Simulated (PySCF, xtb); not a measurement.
HOSi, SMILES [OH+]=[Si] (connectivity only; charge and spin as stated), charge +1, multiplicity 1.

Harmonic wavenumbers (cm⁻¹) from GFN2-xTB (xtb) at its own minimum, in rising order: 499, 499, 1246, 3374.

Task: What does PySCF 2.14.0 with B3LYP-D3(BJ)/def2-TZVPD give at its own minimum? (Estimate from the structure and the level; the computed values follow.)

Result: 363, 363, 1120, 3784. Paired by order, the mean absolute difference is 202 cm⁻¹ and the zero-point energies are 8.0 and 8.0 kcal/mol.
